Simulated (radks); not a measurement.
Valence configurations of Pt IV (all share [Xe]). All-electron calculation, scalar-relativistic Kohn-Sham, PBE, spin-unpolarised, spherical densities, point nucleus. Program: a radial shooting solver on a logarithmic mesh with Libxc functionals. Energies are relative to 4f14 5d7; eigenvalues in eV.

| valence | E (eV) | e(4f) | e(5d) | e(6p) | e(6s) |
|---|---|---|---|---|---|
| 4f14 5d7 | 0.000 | -105.61 | -38.765 | - | - |
| 4f13.5 5d7.5 | 34.667 | -111.38 | -39.657 | - | - |
| 4f13 5d8 | 71.801 | -117.25 | -40.542 | - | - |
| 4f14 5d6 6s1 | 7.063 | -109.76 | -41.604 | - | -33.876 |
| 4f14 5d5 6s2 | 15.473 | -114.06 | -44.499 | - | -35.398 |
| 4f14 5d6.5 6s0.5 | 3.366 | -107.66 | -40.176 | - | -33.117 |
| 4f13.5 5d7 6s0.5 | 38.357 | -113.47 | -41.099 | - | -33.381 |
| 4f11.5 5d9.5 | 198.48 | -135.38 | -43.157 | - | - |
| 4f14 5d6.5 6p0.5 | 8.084 | -108.45 | -40.858 | -24.111 | - |
| 4f12.5 5d7 6s0.5 6p1 | 135.80 | -131.38 | -47.353 | -26.063 | -36.351 |

NIST lists [Xe] 4f14 5d7 as the ground configuration; this level of theory agrees among the configurations tried. The energies are those of spherical spin-averaged densities, not of single terms.
